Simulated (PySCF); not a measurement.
A structure optimised at PBE-D3(BJ)/def2-SVP, used in a PySCF frequency run:

```
Ga
N 1 1.8370
H 2 1.0212 1 121.57
H 2 1.0215 3 110.60 1 155.03
N 1 1.8373 2 115.46 3 163.28
H 5 1.0212 1 121.57 2 164.60
H 5 1.0216 6 110.57 1 154.87
C 1 1.9704 2 122.32 3 -17.09
H 8 1.1076 1 111.23 2 31.39
H 8 1.1077 9 108.54 1 -122.30
H 8 1.1089 9 107.92 10 -116.77
```

Write its SMILES and formula.

[CH3][Ga]([NH2])[NH2], CH7GaN2

What are its rotational constants (standard atomic weights)?

5.7358, 5.0141, 2.7262 GHz
